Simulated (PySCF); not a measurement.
## Correlation energy of H⁻ (hydrogen, charge -1)

1s2, closed-shell 1S. All numbers are calculated (PySCF 2.14, no relativity, point nucleus, in def2-QZVPPD (4s4p2d1f, 33 functions)). Frozen: nothing; 2 electrons correlated.

With two correlated electrons CCSD is exact within the correlated space (frozen core and kept virtual orbitals).

| level | correlation energy (mhartree) |
| --- | --- |
| CCSD | -35.91 |

Diagnostics: T1 = 0.0062, D1 = 0.0088, largest double amplitude 0.120.

Question: Is a single reference adequate?

Answer: Mostly. T1 lies below 0.03, but a double amplitude of this size points to a near-degeneracy that CCSD handles and MP2 describes poorly.
